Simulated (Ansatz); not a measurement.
Program: Ansatz. Geometries: PBE0-D4/def2-TZVP. ΔE: electronic, gas phase. CCSD(T)/CBS is the MP2 limit (def2-TZVPP, def2-QZVPP) plus CCSD(T) − MP2 in def2-TZVPP, frozen cores. This one scheme is used for every species. Functionals use def2-TZVPP. One conformer a species, not always the lowest.

Reaction (redistribution): `FB(F)OP` + `F[SiH2]F` → `FB(F)F` + `F[SiH2]OP`

```
             level  ΔE (kcal/mol)  difference from CCSD(T)/CBS
           BLYP-D4            4.2                          0.2
            revPBE            4.3                          0.3
              BLYP            4.9                          0.9
           r2SCANh            4.0                          0.0
             BHLYP            4.3                          0.3
         CAM-B3LYP            4.6                          0.6
           LC-ωPBE            4.2                          0.2
SCS-MP2/def2-TZVPP            3.7                         -0.3
SCS-MP2/def2-QZVPP            3.9                         -0.1
     MP2/CBS(def2)            3.8                         -0.2
       CCSD(T)/CBS            4.0                            0
```

(1) What do rigid-rotor, harmonic-oscillator terms from PBE0-D4/def2-TZVP frequencies (298.15 K, 1 bar) make of the CCSD(T)/CBS value? (Estimate.)

Largest T1 diagnostic among the species: 0.013.

Results:

(1) The calculation gave: ΔZPE = 0.0 kcal/mol, ΔH = +4.0 kcal/mol, ΔS = -14 J/(mol·K), ΔG = +5.0 kcal/mol. Modes under 50 cm⁻¹ make the entropy rough.

Leaving LDA and LC-ωPBE aside and taking each functional with its dispersion term where it has one, the values, not all of them listed here, spread over 0.7 kcal/mol, from PBE-QIDH to CAM-B3LYP-D4. At CCSD(T), def2-SVP lies −1.3 kcal/mol from the extrapolated value and def2-TZVPP −0.3 kcal/mol.
